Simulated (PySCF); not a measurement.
C₂H₆ClFOSi. Atoms are numbered in the order given.

```xyz
12

C     -2.0894    -0.3466    -0.9137
C     -1.1397    -0.7861     0.1911
O     -1.3820    -0.1281     1.4119
Si     0.6554    -0.4457    -0.2608
F      1.6332    -0.9606     0.9205
Cl     0.9424     1.5738    -0.4992
H     -2.0170     0.7398    -1.0738
H     -3.1330    -0.5836    -0.6456
H     -1.8734    -0.8564    -1.8663
H     -1.2090    -1.8911     0.3060
H     -2.2875    -0.3152     1.6835
H      1.0561    -1.1408    -1.5098
```

Geometry: PBE0-D3(BJ)/def2-SVP. The structure was generated by enumeration; whether it is a known compound was not checked. The values are those of a single conformer.

Method: TDDFT-PBE/def2-SVPD in PySCF 2.14.0.

Vertical excitations. 

```tsv
state	energy (eV)	λ (nm)	f	main pairs
S1	6.18	201	0.007	HOMO→LUMO 99 %
S2	6.37	195	0.004	HOMO→LUMO+1 99 %
S3	6.59	188	0.010	HOMO−1→LUMO 74 %, HOMO→LUMO+2 25 %
S4	6.62	187	0.005	HOMO→LUMO+2 73 %, HOMO−1→LUMO 25 %
S5	6.85	181	0.002	HOMO−1→LUMO+1 98 %
S6	7.05	176	0.021	HOMO−1→LUMO+2 98 %
S7	7.38	168	0.013	HOMO→LUMO+3 93 %
S8	7.42	167	0.008	HOMO−2→LUMO 91 %
S9	7.52	165	0.011	HOMO→LUMO+4 77 %, HOMO−3→LUMO 21 %
S10	7.53	165	0.020	HOMO−3→LUMO 75 %, HOMO→LUMO+4 21 %
T1	5.95	208	0	HOMO→LUMO 99 %
T2	6.27	198	0	HOMO→LUMO+1 99 %
T3	6.34	196	0	HOMO−1→LUMO 99 %
T4	6.50	191	0	HOMO→LUMO+2 98 %
```
Triplets are in the Tamm–Dancoff approximation, which puts them higher than full response would, so one can lie above its singlet here.
